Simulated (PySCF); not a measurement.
The third ionisation energy along the 4d series

Calculated with PySCF 2.14 from differences of total energies of unrestricted determinants, without spin-orbit coupling. Values in eV. The last column holds reference values (NIST; (s) semi-empirical, (t) theoretical, else measured). Unmarked ones compare directly (S terms, centres of terms, or small fine structure); those marked * lie between the lowest fine-structure levels and include a spin-orbit shift.

```tsv
element	configurations	PBE	PBE0	MP2 (valence)	CCSD(T) (valence)	CCSD (valence and next inner shell)	CCSD(T) (valence and next inner shell)	reference
Zr (x2c-TZVPPall, spin-free X2C)	[Kr] 4d2 → [Kr] 4d1	23.468	23.407	22.487	22.518	22.864	22.878	23.170 (s) *
Nb (x2c-TZVPPall, spin-free X2C)	[Kr] 4d3 → [Kr] 4d2	25.525	25.430	24.541	24.607	24.937	24.962	25.04 (s) *
Mo (x2c-TZVPPall, spin-free X2C)	[Kr] 4d4 → [Kr] 4d3	27.461	27.358	26.610	26.681	26.957	26.994	27.13 ± 0.12 (s) *
Tc (x2c-TZVPPall, spin-free X2C)	[Kr] 4d5 → [Kr] 4d4	30.001	29.942	29.440	29.491	29.624	29.659	29.55 (s) *
Ru (x2c-TZVPPall, spin-free X2C)	[Kr] 4d6 → [Kr] 4d5	28.680	28.456	27.777	27.817	27.857	27.911	28.47 (s) *
Rh (x2c-TZVPPall, spin-free X2C)	[Kr] 4d7 → [Kr] 4d6	31.263	31.090	30.673	30.660	30.589	30.638	31.06 (s) *
Pd (x2c-TZVPPall, spin-free X2C)	[Kr] 4d8 → [Kr] 4d7	33.239	33.036	32.734	32.641	32.548	32.608	32.93 (s) *
Ag (x2c-TZVPPall, spin-free X2C)	[Kr] 4d9 → [Kr] 4d8	35.117	34.913	34.821	34.639	34.513	34.584	34.8 ± 0.3 (s) *
Cd (x2c-TZVPPall, spin-free X2C)	[Kr] 4d10 → [Kr] 4d9	37.757	37.619	37.814	37.561	37.327	37.388	37.468 ± 0.006 *
```

"Valence" correlates the outer s and p shells and, in groups 3 to 12 and the f block, the outer d or f shell, open or full, or the next shell where the ion has no valence electron left; the wider scheme adds the next inner shell.
